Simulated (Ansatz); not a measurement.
Consider the redistribution: `OB(Br)Br` + `[OH][Ga]([OH])[F]` → `OB(F)Br` + `[OH][Ga]([OH])[Br]`.

Isolated molecules relaxed with PBE0-D4/def2-TZVP in Ansatz; ΔE leaves out vibrations. CBS: MP2 limit from def2 TZ/QZ plus the TZ coupled-cluster correction, frozen cores. For Br, Ga outer-core shells are correlated without core-valence functions, which leaves a few kJ/mol of doubt a bond. Scalar relativity is left out up to krypton. One conformer a species, not always the lowest.

```json
{"species": "`OB(Br)Br`", "CCSD(T)/CBS(def2) energy (Eh)": "-5247.33602"}
{"species": "`[OH][Ga]([OH])[F]`", "CCSD(T)/CBS(def2) energy (Eh)": "-2175.39098"}
{"species": "`OB(F)Br`", "CCSD(T)/CBS(def2) energy (Eh)": "-2773.83630"}
{"species": "`[OH][Ga]([OH])[Br]`", "CCSD(T)/CBS(def2) energy (Eh)": "-4648.93401"}
```

(1) Work out ΔE.

Largest T1 diagnostic among the species: 0.014.

Answers

(1) ΔE = (-2773.83630) + (-4648.93401) − (-5247.33602) − (-2175.39098) = -0.04331 Eh = -1.18 eV.

From r2SCAN to r2SCAN0 (25 % exact exchange), in def2-TZVPP and without D4, ΔE moves by −0.05 eV. In def2-TZVPP, CCSD(T) changes the Hartree–Fock value by +0.25 eV (the triples alone add +0.03 eV) and MP2 by +0.31 eV.
